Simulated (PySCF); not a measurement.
SeCl⁺ at UHF-CCSD

Level: UHF-CCSD. PySCF, spin-free X2C with a Gaussian nucleus, basis sets Se x2c-SVPall, Cl x2c-SVPall.

* state: ³Σ⁻ (triplet), unpaired electrons π ↑↑
* bond length: 3.911 bohr
* harmonic wavenumber: 487 cm⁻¹
* force constant: 3.39 mdyn/Å
* rotational constant Be: 0.1618 cm⁻¹
* anharmonicity ωexe: 2.31 cm⁻¹
* vibration–rotation constant αe: 0.000881 cm⁻¹
* well depth De to Se⁺ + Cl: 47.5 kcal/mol
* dissociation energy D0: 46.8 kcal/mol

Correlated steps freeze 14 core orbitals. Correlated levels converge slowly with the basis: in double zeta they bind strong bonds too weakly, by up to about 1 eV, and carry superposition errors of some tenths. Spin–orbit coupling is left out. For an ion De counts to the pair picked by the measured ionisation energies or electron affinities, which need not be the lowest pair at this level. The state was picked by a PBE0 search and need not be the measured ground state.
